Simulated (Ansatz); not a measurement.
Reactions of BFH$_{6}$Si$_{2}$ (`FB[SiH2][SiH3]`).

Computed with Ansatz on PBE0-D4/def2-TZVP structures; ΔE is electronic, products minus reactants. CCSD(T)/CBS adds triple-zeta CCSD(T) − MP2 to the extrapolated MP2 energy (def2 sets, frozen cores). This one scheme is used for every species. Functionals use def2-TZVPP. def2 core potentials past Kr. For Ge, In, Mg, Sn outer-core shells are correlated without core-valence functions, which leaves a few kJ/mol of doubt a bond. Scalar relativity is left out up to krypton. Each species was taken in one conformer, which may not be the lowest.

```tsv
reaction	ωB97X-V (kJ/mol)	B2PLYP (kJ/mol)	HF/CBS(def2) (kJ/mol)	CCSD(T)/CBS(def2) (kJ/mol)
`FB[SiH2][SiH3]` + `O=C(O)O` → `O=C(O)O[SiH2][SiH3]` + `BF`	-97	-100	-116	-100
`FB[SiH2][SiH3]` + `[NH2][GeH2][OH]` → `[NH2][GeH2][O]BF` + `[SiH3][SiH3]`	-190	-196	-209	-189
`FB[SiH2][SiH3]` + `F[SiH2]P` → `F[SiH2]P[SiH3]` + `FB[SiH3]`	-18	-18	-21	-20
`FB[SiH2][SiH3]` + `CF` → `FC[SiH2][SiH3]` + `BF`	2	1	-2	2
`FB[SiH2][SiH3]` + `[SH][Sn]([Cl])([Cl])[Cl]` → `[SiH3][SiH2]BS` + `[F][Sn]([Cl])([Cl])[Cl]`	45	48	59	46
`FB[SiH2][SiH3]` + `[SiH3]P` → `[SiH3]P[SiH3]` + `FB[SiH3]`	-18	-18	-21	-20
`FB[SiH2][SiH3]` + `N=C(O)[O][InH2]` → `FB[O][InH2]` + `N=C(O)[SiH2][SiH3]`	-188	-199	-186	-201
`FB[SiH2][SiH3]` + `[NH2][AlH][OH]` → `[NH2][AlH][O][SiH2][SiH3]` + `BF`	-123	-127	-152	-125
`FB[SiH2][SiH3]` + `[OH][Mg][N]([SiH3])[SiH3]` → `[SiH3][O][Mg][N]([SiH3])[SiH3]` + `FB[SiH3]`	-110	-118	-146	-116
```

Largest T1 diagnostic: 0.016, for `N=C(O)[O][InH2]`.
